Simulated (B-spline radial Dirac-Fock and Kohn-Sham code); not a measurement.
# Elastic and transport cross sections of tin for electrons

Calculated with a radial atomic solver, using relativistic (Dirac) partial waves in the static field of the Dirac-Fock atom with Furness-McCarthy exchange, without polarisation or absorption potentials. Below a few hundred eV the neglected polarisation potential matters, most of all at small angles. σ_tr1 and σ_tr2 weight the cross section with 1 − P₁ and 1 − P₂ of cos θ; "backward" is the share scattered beyond 90°.

```tsv
energy (eV)	σ (a₀²)	σ_tr1 (a₀²)	σ_tr2 (a₀²)	σ/σ_tr1	backward (%)
50	32.7	25.3	22.2	1.29	43
51.2	32.1	25.0	22.0	1.28	43
54.8	30.4	23.9	20.9	1.27	44
56.1	29.8	23.4	20.5	1.27	44
65.4	25.8	19.4	17.2	1.33	41
70.5	24.1	17.3	15.6	1.39	38
75.7	22.8	15.5	14.4	1.47	34
95	20.3	11.0	11.9	1.85	22
100	20.1	10.3	11.6	1.94	19
107	?	?	?	?	?
114	19.7	9.01	11.0	2.19	15
```

Problem. Fill in the row for 107 eV.

Solution. σ = 19.8 a₀², σ_tr1 = 9.58 a₀², σ_tr2 = 11.3 a₀², σ/σ_tr1 = 2.07, backward 17 %. The ratio σ/σ_tr1 is roughly the number of elastic collisions that randomise the direction.
